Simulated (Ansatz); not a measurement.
The lowest singlet and triplet of O3 (SMILES O=[O+][O-]); geometries from B3LYP-D3(BJ)/def2-TZVP, each state relaxed from the structure named, with no frequency check.
Singlet (charge 0, multiplicity 1):
```xyz
3

O     -1.07050    -0.24095     0.00000
O     -0.01064     0.42844     0.00000
O      1.08115    -0.18749     0.00000
```
Triplet (charge 0, multiplicity 3):
```xyz
3

O     -1.1657    -0.2101     0.0000
O     -0.0083     0.3673     0.0000
O      1.1740    -0.1573     0.0000
```

A positive gap puts the triplet lower; no zero-point energy. R- takes a restricted singlet. The triplet is unrestricted in single-reference levels. Active spaces average the two states.

Correlated levels freeze the cores.

Codes used: Ansatz (a program for electronic structure). Each number belongs to the level named beside it.

R-PBE/def2-TZVPP gives -24.77 kcal/mol for the gap E(singlet) − E(triplet), adiabatic.

**Question.** Predict the shift from PBE, with its sign, for: R-r2SCAN/def2-TZVPP, R-B3LYP/def2-TZVPP, R-wB97M-V/def2-TZVPP, R-B2PLYP/def2-TZVPP, SC-NEVPT2 on SA-CASSCF(12,9)/cc-pVQZ, FIC-MRCISD+Q on SA-CASSCF(12,9)/cc-pVQZ.

**Answer.** R-r2SCAN/def2-TZVPP 3.90; R-B3LYP/def2-TZVPP 2.42; R-wB97M-V/def2-TZVPP -2.12; R-B2PLYP/def2-TZVPP -15.69; SC-NEVPT2 on SA-CASSCF(12,9)/cc-pVQZ -11.56; FIC-MRCISD+Q on SA-CASSCF(12,9)/cc-pVQZ -12.21 kcal/mol. 2 of 6 lie above PBE; the widest gap is to R-B2PLYP/def2-TZVPP.

Doubts at one or more of the structures used: a restricted determinant that unrestricted orbitals would lower (R-r2SCAN/def2-TZVPP, R-B3LYP/def2-TZVPP, R-wB97M-V/def2-TZVPP, R-B2PLYP/def2-TZVPP).
